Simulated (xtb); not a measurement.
xtb input (GFN2-xTB):

```bash
xtb mol.xyz --gfn 2 --ohess tight --chrg 0 --uhf 0
```
mol.xyz:
```
7

C     -2.61190793    -0.12205772     0.07116659
Al    -0.66202929    -0.03237690     0.05165888
Br     0.54942615    -1.88207857     0.06161544
Br     0.38511316     1.93169895    -0.05112403
H     -3.03989148    -0.75844573    -0.69899888
H     -2.95065276    -0.56565614     0.97794474
H     -3.09452348     0.88153708    -0.00117724
```

End of the output:

```
optimized geometry written to: xtbopt.xyz

           -------------------------------------------------
          | TOTAL ENERGY              -13.027356356864 Eh   |
          | TOTAL ENTHALPY            -12.982999503629 Eh   |
          | TOTAL FREE ENERGY         -13.025197568147 Eh   |
          | GRADIENT NORM               0.000535691419 Eh/α |
          | HOMO-LUMO GAP               4.383450115288 eV   |
           -------------------------------------------------

------------------------------------------------------------------------
------------------------------------------------------------------------
 total:
 SCF:
 ANC optimizer:
 analytical hessian:
```
